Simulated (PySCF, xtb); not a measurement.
GeH₄, SMILES [GeH4].

GFN2-xTB (xtb) at its own geometry gives an orbital gap of 8.62 eV and a dipole moment of 0.00 D.

Geometry optimised at ωB97X-D3(BJ)/def2-TZVPD. The isomer is the one that the SMILES or the coordinates give; other isomers of the formula were not compared.

**Question.** What does PySCF with M06-2X/def2-TZVPD give? (Estimate from the structure and the level; the computed values follow.)

**Answer.** gap 11.50 eV (levels -10.82 and 0.68 eV), dipole 0.00 D.
